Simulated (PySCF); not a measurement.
A calculated (PBE0, PySCF 2.14, aug-cc-pVQZ-X2C, scalar relativity by spin-free X2C-1e) atom or ion has these occupied shells.

```json
{"shell": "1s α", "electrons": "1", "orbital energy (eV)": "-37290.2", "rms radius, mean of both spins (bohr)": "0.0292"}
{"shell": "1s β", "electrons": "1", "orbital energy (eV)": "-37290.2", "rms radius, mean of both spins (bohr)": "0.0292"}
{"shell": "2s α", "electrons": "1", "orbital energy (eV)": "-5922.6", "rms radius, mean of both spins (bohr)": "0.119"}
{"shell": "2s β", "electrons": "1", "orbital energy (eV)": "-5922.5", "rms radius, mean of both spins (bohr)": "0.119"}
{"shell": "2p α", "electrons": "3", "orbital energy (eV)": "-5314.7", "rms radius, mean of both spins (bohr)": "0.106"}
{"shell": "2p β", "electrons": "3", "orbital energy (eV)": "-5314.7", "rms radius, mean of both spins (bohr)": "0.106"}
{"shell": "3s α", "electrons": "1", "orbital energy (eV)": "-1263.3", "rms radius, mean of both spins (bohr)": "0.311"}
{"shell": "3s β", "electrons": "1", "orbital energy (eV)": "-1263.3", "rms radius, mean of both spins (bohr)": "0.311"}
{"shell": "3p α", "electrons": "3", "orbital energy (eV)": "-1066.6", "rms radius, mean of both spins (bohr)": "0.311"}
{"shell": "3p β", "electrons": "3", "orbital energy (eV)": "-1066.6", "rms radius, mean of both spins (bohr)": "0.311"}
{"shell": "3d α", "electrons": "5", "orbital energy (eV)": "-778.41", "rms radius, mean of both spins (bohr)": "0.289"}
{"shell": "3d β", "electrons": "5", "orbital energy (eV)": "-778.40", "rms radius, mean of both spins (bohr)": "0.289"}
{"shell": "4s α", "electrons": "1", "orbital energy (eV)": "-254.11", "rms radius, mean of both spins (bohr)": "0.716"}
{"shell": "4s β", "electrons": "1", "orbital energy (eV)": "-254.07", "rms radius, mean of both spins (bohr)": "0.716"}
{"shell": "4p α", "electrons": "3", "orbital energy (eV)": "-189.79", "rms radius, mean of both spins (bohr)": "0.762"}
{"shell": "4p β", "electrons": "3", "orbital energy (eV)": "-189.76", "rms radius, mean of both spins (bohr)": "0.762"}
{"shell": "4d α", "electrons": "5", "orbital energy (eV)": "-95.048", "rms radius, mean of both spins (bohr)": "0.863"}
{"shell": "4d β", "electrons": "5", "orbital energy (eV)": "-95.017", "rms radius, mean of both spins (bohr)": "0.863"}
{"shell": "5s α", "electrons": "1", "orbital energy (eV)": "-37.544", "rms radius, mean of both spins (bohr)": "1.74"}
{"shell": "5s β", "electrons": "1", "orbital energy (eV)": "-37.398", "rms radius, mean of both spins (bohr)": "1.74"}
{"shell": "5p α", "electrons": "3", "orbital energy (eV)": "-21.533", "rms radius, mean of both spins (bohr)": "2.04"}
{"shell": "5p β", "electrons": "3", "orbital energy (eV)": "-21.391", "rms radius, mean of both spins (bohr)": "2.04"}
{"shell": "6s α", "electrons": "1", "orbital energy (eV)": "-4.578", "rms radius, mean of both spins (bohr)": "5.01"}
{"shell": "6p α", "electrons": "1", "orbital energy (eV)": "-2.471", "rms radius, mean of both spins (bohr)": "6.37"}
```

Task: Name the element and its charge.

Result: Ba (barium, neutral), in [Xe] 6s1 6p1, high-spin 3P determinant (an excited configuration).
